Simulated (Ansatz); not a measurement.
Two members of one family (Series SiMe2X2), computed with Ansatz in the gas phase. The two geometries come from different levels. Binding counts from free atoms in the multiplicity of their measured ground term, without zero-point energy. A dash marks a value that wasn't run or was left out as unsound. The structures are stationary points that may keep the symmetry of their start. Remarks come from the PBE and PBE0 runs and from stability tests at other levels; not every state was tested. HOMO above LUMO (over both spins in singlets and doublets, within one spin in higher multiplets; at PBE or PBE0), or a gap under 0.15 eV within one spin, warns that the state may not be the lowest or that an electron is smeared out.

First: Si(CCH)2Me2 (singlet, charge 0, PBE0-D4/def2-SVP geometry).

```xyz
15

Si   -0.0311    0.0433    0.0339
C    -0.4497   -1.7487   -0.0491
C    -0.7355   -2.9319   -0.0938
H    -0.9878   -3.9761   -0.1335
C     1.4360    0.3253   -1.0448
C     2.4038    0.5332   -1.7527
H     3.2589    0.7088   -2.3821
C     0.4055    0.4937    1.7972
H     0.7000    1.5527    1.8601
H     1.2429   -0.1218    2.1579
H    -0.4577    0.3292    2.4600
C    -1.4736    1.0440   -0.6140
H    -2.3729    0.8581   -0.0051
H    -1.6972    0.7711   -1.6556
H    -1.2418    2.1190   -0.5783
```

| level | HOMO (eV) | LUMO (eV) | gap (eV) | vertical IE (eV) | vertical triplet (eV) | binding per atom (eV) |
| --- | --- | --- | --- | --- | --- | --- |
| PBE-D4/def2-TZVP | -6.70 | -1.19 | 5.51 | 9.22 | 5.04 | 4.53 |
| r2SCAN-D4/def2-TZVP | -6.94 | -0.97 | 5.97 | – | 4.87 | 4.44 |
| B3LYP-D4/6-31G | -7.38 | 0.30 | 7.68 | – | – | 4.28 |
| PBE0-D4/def2-SVP | -7.82 | -0.03 | 7.79 | – | – | 4.48 |
| PBE0-D4/def2-TZVP | -7.90 | -0.25 | 7.65 | 9.64 | 4.99 | 4.45 |

Second: Si(NCO)2Me2 (singlet, charge 0, PBE-D4/def2-SVP geometry).

```xyz
15

Si    0.054    0.072   -0.051
N    -1.674   -0.008    0.093
C    -2.862   -0.175    0.251
O    -4.026   -0.323    0.397
N     0.711   -1.283    0.813
C     1.050   -2.253    1.449
O     1.400   -3.199    2.067
C     0.652    1.650    0.757
H     1.758    1.716    0.711
H     0.346    1.684    1.822
H     0.228    2.536    0.244
C     0.517   -0.080   -1.856
H     0.086    0.755   -2.443
H     0.140   -1.033   -2.277
H     1.620   -0.060   -1.979
```

Q: Estimate how these quantities change from the first to the second (second minus first).

A: 
```tsv
level	Δ HOMO (eV)	Δ LUMO (eV)	Δ gap (eV)	Δ vertical IE (eV)	Δ vertical triplet (eV)	Δ binding per atom (eV)
PBE-D4/def2-TZVP	-0.37	0.43	0.79	0.34	1.11	0.36
r2SCAN-D4/def2-TZVP	-0.43	0.51	0.94	–	1.47	0.29
B3LYP-D4/6-31G	-0.56	-0.05	0.51	–	–	0.09
PBE0-D4/def2-SVP	-0.46	0.48	0.94	–	–	0.30
PBE0-D4/def2-TZVP	-0.51	0.48	0.99	0.47	1.46	0.28
```

Remarks: gap within one spin near zero at PBE or PBE0 (triplet).
